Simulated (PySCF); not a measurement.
## Electric field gradients and quadrupole coupling constants

C5H13OPS.
Structure used (GFN2-xTB), in Å, numbered top down from 1:
```xyz
21
C5H13OPS angstrom
C     -2.847    0.518   -0.516
C     -2.232   -0.622    0.283
P     -0.529   -0.170    0.831
S     -0.439    1.425    1.926
C      0.499   -0.158   -0.701
C      1.928   -0.642   -0.457
C      2.609    0.103    0.701
O      2.629    1.490    0.525
H     -3.886    0.302   -0.756
H     -2.812    1.438    0.067
H     -2.303    0.682   -1.445
H     -2.194   -1.548   -0.296
H     -2.813   -0.804    1.192
H     -0.133   -1.369    1.445
H      0.510    0.878   -1.057
H      0.015   -0.778   -1.460
H      1.928   -1.710   -0.227
H      2.508   -0.488   -1.369
H      2.107   -0.167    1.643
H      3.652   -0.221    0.767
H      1.790    1.856    0.844
```

Field gradients from the PBE0/pcSseg-1 density (PySCF, non-relativistic), principal values in atomic units, ordered |Vxx| ≤ |Vyy| ≤ |Vzz|:

```csv
atom,Vxx,Vyy,Vzz
S4,-1.0969,-1.2059,2.3028
O8,0.0090,1.8404,-1.8494
```

Question: Find the asymmetry η = (Vxx − Vyy)/Vzz and the couplings χ = eQV/h (234.96 MHz × Q in barn × V in au), with Q(33S) = −0.0678 b, Q(17O) = −0.0256 b.

Answer: 
| atom | environment | nucleus | η | χzz (MHz) | χxx (MHz) | χyy (MHz) |
| --- | --- | --- | --- | --- | --- | --- |
| S4 | sulfur bonded to P | 33S | 0.05 | -36.69 | 17.47 | 19.21 |
| O8 | alcohol oxygen | 17O | 0.99 | 11.12 | -0.05 | -11.07 |

At O8 η is above 0.9: Vyy and Vzz are nearly equal in size and opposite in sign, so a small change could swap them and flip the sign of χzz. The tensor is traceless: Vxx + Vyy + Vzz = 0.

Question: What is Vzz at O8 in SI units (1 au = 9.71736 × 10²¹ V/m²)?

Answer: -1.8494 au = -17.971 × 10²¹ V/m².

Question: And the gradient at the other heavy atoms, for which no coupling is worked out here?

Answer: 
```csv
atom,environment,Vzz (au),η
C1,methyl carbon,0.116,0.40
C2,sp3 carbon bound to phosphorus,0.098,0.43
P3,"phosphorus bonded to 2 C, S and H",-0.164,0.64
C5,sp3 carbon bound to phosphorus,0.122,0.38
C6,chain CH2 carbon,0.109,0.22
C7,carbinol carbon (C–OH),0.310,0.35
```

Were the hydrogens deuterons (Q(2H) = 0.00286 b), χzz would run from 122 kHz (H14) to 285 kHz (H21).

Geometry: GFN2-xTB, one conformer, isolated molecule. GFN2-xTB bond lengths can be off by several hundredths of an ångström, more for odd bonds, and the gradients follow them. The small basis limits the accuracy of the gradients.
